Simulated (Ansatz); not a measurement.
Cartesian coordinates in Å:
```
O -0.351 0.113 1.442
Nb -0.102 0.016 -0.402
F -1.115 1.320 -1.245
S 1.958 0.363 -0.815
Cl -0.656 -2.070 -1.140
H 0.266 0.258 2.162
```

The species carries charge 0 and has multiplicity 1. Nb: def2 effective core potential.

(1) List the PBE0/def2-TZVPP orbital energies in eV (the Gaussian-basis code of Ansatz). (An estimate is asked.)

## Answers

(1) Computed: Occupied: -2767.80, -2422.33, -674.33, -524.13, -259.65, -217.70, -197.88, -197.82, -197.81, -161.45, -161.44, -161.43, -67.34, -41.97, -41.69, -41.47, -32.45, -28.49, -22.97, -18.88, -15.45, -13.56, -12.96, -12.89, -11.66, -11.21, -10.99, -10.22, -9.89, -9.18, -8.34, -8.21. Lowest empty: -2.62, -2.45, -1.65, -1.17, -1.04, -0.30, 0.71, 1.11.
